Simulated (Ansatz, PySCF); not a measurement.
InO (SMILES [O]=[In]), doublet, at a GFN2-xTB geometry (such geometries of metal compounds can be far from the true shape) (core potentials on In). Base run: CASSCF(5,7)/def2-SVP (PySCF).

PySCF was given this input:
```python
from pyscf import gto, scf, mcscf
import numpy

mol = gto.M(
    atom='''
In   -0.00000000   -0.00000000   -0.25925626
O     0.00000000    0.00000000    1.58794457
''',
    basis='def2-svp',
    ecp={'In': 'def2-svp'},
    spin=1,
    verbose=3,
)

mf = scf.ROHF(mol)
mf.kernel()
mc = mcscf.CASSCF(mf, 7, 5)
mc.fix_spin_(ss=0.75)
mc.kernel()
occ = numpy.linalg.eigvalsh(mc.fcisolver.make_rdm1(mc.ci, mc.ncas, mc.nelecas))[::-1]
ss = mc.fcisolver.spin_square(mc.ci, mc.ncas, mc.nelecas)[0]
print('natural occupations', occ.round(4), ' <S^2>', round(ss, 4))
```

Programs used: Ansatz (an electronic-structure program), PySCF; a row that names a program was run with it.

The base run was repeated with changes; each row names its change, and settings that it needs were set with it.

```
change                                                ΔE vs base (kcal/mol)                 natural occupations  <S^2> of the state        outcome
----------------------------------------------------  ---------------------  ----------------------------------  ------------------  -------------
base                                                                  0.000  1.98 1.90 1.00 0.05 0.04 0.02 0.01                0.75      converged
active space = 3 electrons, 3 orbitals                                27.95                      1.96 1.00 0.04                0.75      converged
state_average = 2 states                                              -2.99                                   -                   -      converged
solver = newton                                                       0.000  1.98 1.90 1.00 0.05 0.04 0.02 0.01                0.75      converged
orbitals = fixed (CASCI); correction = SC-NEVPT2                     -113.7  2.00 1.95 1.00 0.02 0.02 0.00 0.00                0.75      converged
active space = 7 electrons, 6 orbitals                                    -                                   -                   -  not converged
code = ansatz                                                        -16.45                                   -                   -      converged
fix_spin_ = off                                                       0.000  1.98 1.90 1.00 0.05 0.04 0.02 0.01                0.75      converged
conv_tol = 1e-5                                                       0.000  1.98 1.90 1.00 0.05 0.04 0.02 0.01                0.75      converged
code = ansatz; correction = SC-NEVPT2, all electrons                 -122.4                                   -                   -      converged
orbitals = fixed (CASCI)                                              24.70  2.00 1.95 1.00 0.02 0.02 0.00 0.00                0.75      converged
```

Active orbitals are taken around the Fermi level unless the row says otherwise; CASSCF can end in different local minima, and two programs can end on different orbitals. State-averaged rows give the lowest state.

Open shells are given as the SCF converged; they aren't shown to be the lowest states, and a large step between rows can be another state.

Ansatz warned in this series: other orbitals give a lower active-space energy.
